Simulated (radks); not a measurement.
Task: All-electron atom: Cd in [Kr] 4d10 5s2. Method: non-relativistic Kohn-Sham, LDA (Slater exchange, Perdew-Wang correlation), spin-polarised, spherical densities, point nucleus; relativity is left out, which matters for an element this heavy; computed with a radial shooting solver on a logarithmic mesh with Libxc functionals. Some entries of the table are withheld. Estimate them.

orbital,occ.,eigenvalue (Ry),<1/r> (bohr^-1)
1s,2,-1882.954,47.43
2s,2,-273.6650,10.81
2p,6,-255.2703,10.82
3s,2,-50.75959,(1)
3p,6,-43.27482,(2)
3d,10,-29.37030,3.635
4s,2,-7.19178,1.511
4p,6,(3),(4)
4d,10,-0.94074,1.063
5s,2,-0.40849,0.4267

Result: 
(1) 3s <1/r> (bohr^-1): 3.859
(2) 3p <1/r> (bohr^-1): 3.782
(3) 4p eigenvalue (Ry): -4.79016
(4) 4p <1/r> (bohr^-1): 1.395
